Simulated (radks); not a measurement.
The numbers below are computed, except where a source is named.
The chlorine anion Cl-, [Ar], held by a Watson sphere: a shell of charge +1.16 at radius R that stands for the Madelung well of a crystal (potential energy -1.16/R inside, -1.16/r outside, in hartree with lengths in bohr). Code: a radial shooting solver on a logarithmic mesh with Libxc functionals. Model: non-relativistic Kohn-Sham, r2SCAN, spin-polarised, spherical densities, point nucleus; meta-GGA in the generalised Kohn-Sham scheme.

R (bohr)  e(2p) (eV)  e(3s) (eV)  e(3p) (eV)  <r> 3p (bohr)  sum of <r^2> (bohr^2)  X-ray form factor at sin(theta)/lambda = 0.2 1/angstrom
2.01         -194.15     -23.385     -11.086          1.847                  31.80                                                   12.243
2.55         -193.67     -22.054      -9.991          1.911                  33.89                                                   12.108
2.68         -193.51     -21.760      -9.727          1.924                  34.32                                                   12.087
2.83         -193.33     -21.434      -9.428          1.937                  34.78                                                   12.067
3.1          -192.97     -20.882      -8.908          1.957                  35.51                                                   12.040
3.64         -192.22     -19.909      -7.960          1.987                  36.65                                                   12.012
3.75         -192.07     -19.730      -7.783          1.992                  36.84                                                   12.008
3.92         -191.84     -19.466      -7.520          1.998                  37.11                                                   12.004
4.55         -191.06     -18.600      -6.655          2.016                  37.87                                                   11.997
